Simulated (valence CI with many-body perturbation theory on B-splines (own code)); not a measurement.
**Sb36+ in brief**

Level of theory: relativistic CI+MBPT: five valence electrons over a frozen Dirac-Fock core [Ne], radial functions for each j: 9 s, 9 p, 8 d, 6 f, 3 g, 1 h, with the one-electron correlation potential Σ1, the two-electron term Σ2, the three-electron term Σ3, Breit, model QED; selected CI, second order for the rest (own B-spline code, finite nucleus).

No measured spectrum was set against this ion. As an estimate, large intervals hold to a few tenths of a per cent, small ones and those within an open d or f shell to about a per cent. Among the levels kept, up to 540 cm⁻¹ of a level comes from second order outside the variational space, and about a tenth of that is noise between levels of different J, which matters for small intervals.

Levels are named by their leading jj configuration (3d3/2^4 stands for four electrons in 3d with j = 3/2), which in mixed levels can hold well under half, so a name can repeat and another be missing.

Rates and lifetimes use the calculated energies. Strong lines usually hold to 10 to 20 %, long lifetimes can be off by a factor of two.

What is the ground level?

(3s^2 3p1/2^2 3p3/2) J=3/2, composition 42 % 3s²3p³ ²P° + 33 % 3s²3p³ ⁴S° + 24 % 3s²3p³ ²D°, g = 1.420.

What is the ionisation energy?

2429.9 eV; NIST lists 2428 ± 5 eV (theoretical).

Where does the other parity begin?

At (3s^2 3p1/2^2 3d3/2) J=3/2, 139.98 eV.

What are the static dipole polarisabilities of the lowest levels?

(3s^2 3p1/2^2 3p3/2) J=3/2 0.0165 (tensor 0.0013); (3s^2 3p1/2 3p3/2^2) J=3/2 0.0182 (tensor 0.00037); (3s^2 3p1/2 3p3/2^2) J=5/2 0.0181; (3s^2 3p1/2 3p3/2^2) J=1/2 0.0179 bohr³, of which the core gives 0.000244.

Among levels below 317.72 eV, which E1 lines absorb most strongly from the ground level?

to (3s^2 3p1/2 3p3/2 3d3/2) J=3/2 at 5.575 nm, f = 0.253; to (3s^2 3p1/2 3p3/2 3d3/2) J=5/2 at 5.697 nm, f = 0.227; to (3s^2 3p1/2 3p3/2 3d5/2) J=5/2 at 5.396 nm, f = 0.0800.
